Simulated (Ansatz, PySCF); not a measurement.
Process, species as SMILES: N[Si](N)N → N[Si-](N)N (an electron is taken up)

Property: adiabatic electron affinity (0 K, with zero-point energies), in eV. Positive where the reaction releases energy. Conventions: non-relativistic; no dispersion term unless named; 6-311+G** with 5d, 6d on Na to Ar in Ansatz (a first-principles code); spin-orbit terms left out; open shells spin-unrestricted; six Cartesian d functions in 6-31G* and its kin unless marked 5d; valence correlation only. CBS marks a two-point X^-3 extrapolation of the correlation energy; Hartree-Fock from the larger set. Ab initio and DFT rows: single points at B3LYP-D3(BJ) geometries (Ansatz), with unscaled harmonic terms from B3LYP/6-31G* (Ansatz) at its own minima. Sets without +, aug- or the D of def2-TZVPD hold no diffuse functions, which anions need.

Coupled cluster (Ansatz) is a level with limits of its own, used here on species with T1 under 0.025 (0.045 for open shells) and stable references: CCSD(T)/CBS(aug-cc-pV(T+d)Z,aug-cc-pV(Q+d)Z).

Value to compare with, CCSD(T)/CBS(aug-cc-pV(T+d)Z,aug-cc-pV(Q+d)Z) (Ansatz): 0.79 eV.

```tsv
level	program	adiabatic electron affinity (0 K, with zero-point energies) (eV)	difference
HF/3-21G	Ansatz	-0.86	-1.65
PBE/3-21G	Ansatz	-0.20	-0.99
PBE/def2-SVP	Ansatz	0.17	-0.62
BLYP/6-31G*	Ansatz	0.06	-0.73
BP86/def2-SVP	PySCF	0.28	-0.51
B3LYP/6-31G*	Ansatz	0.20	-0.59
B3LYP/6-31+G*	Ansatz	0.84	0.05
B3LYP/6-31G**	Ansatz	0.19	-0.60
B3LYP/cc-pVDZ	Ansatz	0.36	-0.43
B3LYP/6-311+G**	Ansatz	0.83	0.04
PBE0/6-31G*	Ansatz	0.12	-0.67
M06-2X/6-31G* (5d)	PySCF	0.24	-0.55
MP2/STO-3G	Ansatz	-3.86	-4.65
PBE/def2-TZVPD	Ansatz	0.71	-0.08
wB97X-V/def2-TZVPD	Ansatz	0.64	-0.15
B2PLYP-D3(BJ)/def2-TZVPD	Ansatz + dftd3	0.64	-0.15
```

Among the 13 habitual levels, MP2/STO-3G lies farthest from CCSD(T)/CBS(aug-cc-pV(T+d)Z,aug-cc-pV(Q+d)Z) (Ansatz) (-4.65 eV); 2 of 13 lie above it, and their mean absolute difference is 0.93 eV, the median 0.60. One case shows no general order.

The levels are drawn from those run, B3LYP/6-31G* more often than the rest, none by its result; left out are runs that failed, that the program found above a lower state of the same kind, or whose <S^2> lies over 0.5 above the pure value.
